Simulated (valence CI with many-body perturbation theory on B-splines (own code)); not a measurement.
## Forbidden lines of Ir43+

Computed by configuration interaction combined with many-body perturbation theory (CI+MBPT): six valence electrons over a frozen Dirac-Fock core [Ar] 3d10, a basis of 9 s, 9 p, 8 d, 6 f, 3 g, 1 h functions for each j, with the one-electron correlation potential Σ1 (screened to all orders), the two-electron term Σ2, the three-electron term Σ3, Breit, model QED; selected single and double excitations, second order for the rest, scaled by the run's own slope (own B-spline code, finite nucleus).

The last digits are not significant, and no measured levels were compared; by estimate large intervals hold to a few tenths of a per cent, small ones and those within an open d or f shell to about a per cent. Among the levels kept, up to 660 cm⁻¹ of a level comes from second order outside the variational space, and about a tenth of that is noise between levels of different J, which matters for small intervals.

Lines 1 to 27 of 27 in falling wavelength, among levels below 340.67 eV, chosen from the decays that carry over 1 % of a level's rate. Wavelengths and rates use the calculated energies. Electric multipoles are in the length gauge with retardation, E1 and E2 with the static RPA response of the core. M1 uses the relativistic operator with retardation. S is in atomic units (e²a₀⁴ for E2 and M2, e²a₀⁶ for E3), for M1 in squared Bohr magnetons. Weak lines are less certain than strong ones. Lines between different terms over intervals too small for the method are left out, as are lines whose strength nearly cancels.

Levels are named by their leading jj configuration (3d3/2^4 stands for four electrons in 3d with j = 3/2), which in mixed levels can hold well under half, so a name can repeat and another be missing. Letters in brackets count levels of one name in rising energy.

```tsv
λ vac (nm)	Upper	Lower	Type	A (s⁻¹)	S (a.u.)
132.3	(4s^2 4p1/2^2 4p3/2^2) J=0	(4s^2 4p1/2^2 4p3/2^2) J=2	E2	6.17e+00	2.23e-02
55.38	(4s^2 4p1/2^2 4p3/2 4d5/2) J=4	(4s^2 4p1/2^2 4p3/2 4d3/2) J=3	M1	7.14e+04	4.05e+00
50.55	(4s^2 4p1/2 4p3/2^2 4d5/2) J=5	(4s^2 4p1/2 4p3/2^2 4d3/2) J=4	M1	8.45e+04	4.45e+00
45.49	(4s^2 4p1/2 4p3/2^2 4d5/2) J=4 [b]	(4s^2 4p1/2 4p3/2^2 4d3/2) J=3 [a]	M1	6.11e+04	1.92e+00
16.02	(4s^2 4p1/2 4p3/2^2 4d3/2) J=4	(4s^2 4p1/2^2 4p3/2 4d5/2) J=3	M1	5.04e+04	6.92e-02
13.18	(4s^2 4p1/2 4p3/2^2 4d5/2) J=4 [a]	(4s^2 4p1/2^2 4p3/2 4d5/2) J=3	M1	3.44e+06	2.63e+00
12.38	(4s^2 4p1/2 4p3/2^2 4d5/2) J=4 [b]	(4s^2 4p1/2^2 4p3/2 4d5/2) J=3	M1	9.58e+05	6.07e-01
12.17	(4s^2 4p1/2 4p3/2^2 4d5/2) J=5	(4s^2 4p1/2^2 4p3/2 4d5/2) J=3	E2	9.68e+04	2.54e-02
11.80	(4s^2 4p1/2 4p3/2^3) J=1	(4s^2 4p1/2^2 4p3/2^2) J=0	M1	3.94e+06	7.21e-01
11.43	(4s^2 4p1/2 4p3/2^2 4d5/2) J=4 [a]	(4s^2 4p1/2^2 4p3/2 4d5/2) J=4	M1	8.85e+06	4.41e+00
11.29	(4s^2 4p1/2 4p3/2^3) J=2	(4s^2 4p1/2^2 4p3/2^2) J=0	E2	1.23e+05	1.00e-02
10.95	(4s^2 4p1/2 4p3/2^2 4d5/2) J=4 [b]	(4s^2 4p1/2^2 4p3/2 4d5/2) J=2	E2	1.96e+05	2.48e-02
10.86	(4s^2 4p1/2 4p3/2^2 4d3/2) J=4	(4s^2 4p1/2^2 4p3/2 4d3/2) J=3	M1	2.13e+06	9.09e-01
10.86	(4s^2 4p1/2 4p3/2^2 4d3/2) J=4	(4s^2 4p1/2^2 4p3/2 4d3/2) J=3	E2	3.45e+05	4.18e-02
10.83	(4s^2 4p1/2 4p3/2^3) J=1	(4s^2 4p1/2^2 4p3/2^2) J=2	M1	1.20e+07	1.69e+00
10.83	(4s^2 4p1/2 4p3/2^3) J=1	(4s^2 4p1/2^2 4p3/2^2) J=2	E2	3.89e+05	1.56e-02
10.82	(4s^2 4p1/2 4p3/2^2 4d5/2) J=4 [b]	(4s^2 4p1/2^2 4p3/2 4d5/2) J=4	M1	1.43e+06	6.05e-01
10.82	(4s^2 4p1/2 4p3/2^2 4d5/2) J=4 [b]	(4s^2 4p1/2^2 4p3/2 4d5/2) J=4	E2	2.35e+05	2.80e-02
10.66	(4s^2 4p1/2 4p3/2^2 4d5/2) J=5	(4s^2 4p1/2^2 4p3/2 4d5/2) J=4	M1	2.32e+06	1.14e+00
10.66	(4s^2 4p1/2 4p3/2^2 4d5/2) J=5	(4s^2 4p1/2^2 4p3/2 4d5/2) J=4	E2	3.40e+05	4.59e-02
10.49	(4s^2 4p3/2^4) J=0	(4s^2 4p1/2 4p3/2^3) J=2	E2	1.87e+06	2.12e-02
10.48	(4s^2 4p1/2 4p3/2^2 4d3/2) J=4	(4s^2 4p1/2^2 4p3/2 4d3/2) J=2	E2	1.65e+05	1.68e-02
10.40	(4s^2 4p1/2 4p3/2^3) J=2	(4s^2 4p1/2^2 4p3/2^2) J=2	M1	7.46e+06	1.56e+00
10.40	(4s^2 4p1/2 4p3/2^3) J=2	(4s^2 4p1/2^2 4p3/2^2) J=2	E2	6.16e+05	3.35e-02
10.09	(4s^2 4p3/2^4) J=0	(4s^2 4p1/2 4p3/2^3) J=1	M1	3.24e+07	1.23e+00
9.473	(4s^2 4p1/2 4p3/2^2 4d5/2) J=4 [a]	(4s^2 4p1/2^2 4p3/2 4d3/2) J=3	M1	1.88e+05	5.34e-02
6.505	(4s^2 4p1/2^2 4p3/2 4d5/2) J=4	(4s^2 4p1/2^2 4p3/2^2) J=2	M2	9.38e+03	8.79e-05
```
